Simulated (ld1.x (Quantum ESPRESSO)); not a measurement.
# F: excitation energies, all-electron against TM

ld1.x (Quantum ESPRESSO) 7.5 input, shortened:

```
&input
   title='F', zed=9., rel=1, dft='PZ', iswitch=3,
   config='[He] 2s1 2p6 3d-2'
 /
 &inputp
   pseudotype=2, tm=.true., lloc=0,
   nlcc=.false.
 /
3
2P  2  1   6.00   0.00  0.80  0.80  0.0
3D  3  2  -2.00   0.50  0.85  0.85  0.0
2S  1  0   1.00   0.00  0.50  0.50  0.0
 &test
   configts(1)='2s1 2p6'
 /
```

Energies are relative to the spin-unpolarised reference configuration 2s1 2p6; without spin polarisation the order of configurations can differ from experiment. Spin-polarised rows fill each open shell by Hund’s rule, majority spin first.

| valence configuration | charge | ΔE all-electron (eV) | error AE − PS (meV) |
| --- | --- | --- | --- |
| 2s2 2p5 | 0 | -18.390 | +20 |
| 2s2 2p4 | +1 | 1.165 | +32 |
| 2s2 2p3 | +2 | 39.677 | +72 |
| 2s2 2p1 | +4 | 186.276 | +564 |
| 2s2 2p5.3 | -0.3 | -21.116 | +18 |
| 2s1 2p5 | +1 | 19.820 | -1.0 |
| 2s1 2p6 (spin-polarised) | 0 | -0.457 | +15 |
| 2s2 2p5 (spin-polarised) | 0 | -18.769 | +54 |

(1) What are ΔE and the potential's error for 2s2 2p2?

Results:

(1) ΔE = 100.409 eV all-electron; the error (AE − PS) is +203 meV.
